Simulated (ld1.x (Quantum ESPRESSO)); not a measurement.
# Before and after: TM potential for tellurium

```json
{"Element": "Te (Z = 52)", "Generator": "ld1.x (Quantum ESPRESSO) 7.5", "Type": "norm-conserving Troullier–Martins (Kleinman–Bylander form)", "Functional": "PBE", "Relativity": "scalar-relativistic", "Frozen core": "[Kr]", "Valence charge": "16", "Reference configuration": "4d10 5s2 5p4", "Partial waves": "5s (bound): rc 1.95 bohr; 5p (bound): rc 2.20 bohr; 4d (bound): rc 1.00 bohr; 4f channel at -0.2 Ry: rc 1.95 bohr", "Local potential": "all-electron potential smoothed inside 2.00 bohr (lloc = -1)", "Core correction": "a·sin(br)/r model core inside 0.60 bohr"}
```

All-electron outer shells of the reference configuration (PBE, scalar-relativistic, ld1.x):

| shell | level (eV) | outermost node (bohr) | outermost maximum (bohr) |
| --- | --- | --- | --- |
| 4s | -164.39 | 0.38 | 0.70 |
| 4p | -114.41 | 0.38 | 0.74 |
| 4d | -41.65 | 0.36 | 0.81 |
| 5s | -15.11 | 0.91 | 1.80 |
| 5p | -5.95 | 1.00 | 2.17 |

Change: all radii but the core radius scaled by about 0.81 (s 1.58, p 1.78, d 0.80, f 1.58 bohr); local potential all-electron potential smoothed inside 1.62 bohr (lloc = -1).

Cutoffs: the cutoffs (Ry, on a coarse ladder) from which the occupation-weighted sum of valence levels, in a spherical-Bessel basis at the reference potential, stays within 10 and 1 mRy of its value at 400 Ry; they do not see the model core or the augmentation charge, which bear on the density cutoff. Errors are all-electron minus pseudo energies relative to the spin-unpolarised reference configuration.

Task: How do hardness, ghosts and transferability respond?

Result: A bound ghost appears in s, which as a rule spoils a file; of the 7 tests that both files solve, the error grows in 3 and shrinks in 2 by more than 15 % and 0.3 meV (median size 9.9 → 17.4 meV).

| quantity | base | changed |
| --- | --- | --- |
| cutoff, loose | 120 Ry | 230 Ry |
| cutoff, tight | 200 Ry | over 300 Ry |
| loose cutoff by channel (10 mRy a level) | s 15 Ry, p 10 Ry, d 100 Ry | s 30 Ry, p 12 Ry, d 160 Ry |
| bound ghosts | none | s |
| error for 4d10 5s2 5p3, meV [ΔE 9.73 eV] | +1.1 | +3.3 |
| error for 4d10 5s2 5p2, meV [ΔE 27.65 eV] | +9.9 | +17 |
| error for 4d10 5s2 5p1, meV [ΔE 54.55 eV] | +25 | +25 |
| error for 4d9 5s2 5p5, meV [ΔE 38.26 eV] | -306 | -150 |
| error for 4d10 5s2 5p0, meV [ΔE 91.03 eV] | +32 | -45 |
| error for 4d10 5s2 5p3.5, meV [ΔE 3.90 eV] | -0.2 | +0.3 |
| error for 4d10 5s1 5p5, meV [ΔE 9.25 eV] | -2.2 | +1.0 |

 A true bound ghost makes a file unfit for plane-wave use even where its test errors are small: the radial tests pick states by their node count and pass the ghost by.
